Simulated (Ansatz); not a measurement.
Program: Ansatz. Geometries: PBE0-D4/def2-TZVP. ΔE: electronic, gas phase. CBS: MP2 limit from def2 TZ/QZ plus the TZ coupled-cluster correction, frozen cores. This one scheme is used for every species. Functionals use def2-TZVPP. For As outer-core shells are correlated without core-valence functions, which leaves a few kJ/mol of doubt a bond. Scalar relativity is left out up to krypton. Each species was taken in one conformer, which may not be the lowest.

`C[SiH2][SiH2][AsH2]` + H–F → `C[SiH2][SiH2]F` + arsine  (cleavage of the Si–As bond)

CCSD(T)/CBS gives -80.9 kJ/mol.

Problem. Another level gave -70.1 kJ/mol. Which?
A. PBE/def2-TZVPP
B. CCSD(T)/def2-TZVPP
C. B2PLYP/def2-TZVPP
D. PBE-D4/def2-TZVPP

Solution. D. PBE-D4 -70.1, B2PLYP -95.4, CCSD(T)/def2-TZVPP -83.4, PBE -77.9 kJ/mol.

Largest T1 diagnostic among the species: 0.012.

The D4 term adds +12.7 kJ/mol with B3LYP and +7.1 kJ/mol with PBE0; it sums over pairs of atoms, weighted by their polarisabilities, and B3LYP, whose exchange is more repulsive, gets the larger term. In def2-TZVPP, CCSD(T) changes the Hartree–Fock value by +34.1 kJ/mol (the triples alone add +5.3 kJ/mol) and MP2 by +38.9 kJ/mol.

B3LYP here is the variant with VWN-RPA as its local correlation; programs differ in this.
